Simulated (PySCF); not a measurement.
H3O4P, SMILES OP(=O)(O)O. Heavy atoms are numbered as in [OH:1][P:2](=[O:3])([OH:4])[OH:5]. Hydrogens are named by the atom that carries them.

The structure is a stationary point at TPSSh-D3(BJ)/def2-SVP. One conformer was computed; it need not be the lowest.

All values below come from PBE0/pcSseg-1 (PySCF).

GIAO shieldings, no solvent; atoms alike by connectivity are averaged. δ = σ(ref) − σ: ¹⁷O against H2O (σ = 334.2 ppm); ³¹P against PH3 (σ = 586.6 ppm); ¹H against TMS (σ = 31.56 ppm), references at their B3LYP-D3(BJ)/def2-TZVP geometries, non-relativistic.

```json
[
 {"atoms": "O3", "nucleus": "¹⁷O", "count": "1", "δ (ppm)": "[?]"},
 {"atoms": "O1 (OH)", "nucleus": "¹⁷O", "count": "3", "δ (ppm)": "112.4"},
 {"atoms": "P2", "nucleus": "³¹P", "count": "1", "δ (ppm)": "281.3"},
 {"atoms": "H on O1", "nucleus": "¹H", "count": "3", "δ (ppm)": "[?]"}
]
```

Question: Some entries are withheld; supply them. (The exact figures need the calculation; the answer reports its results.)

Answer: 
- O3, δ (ppm): 175.9
- H on O1, δ (ppm): 3.44
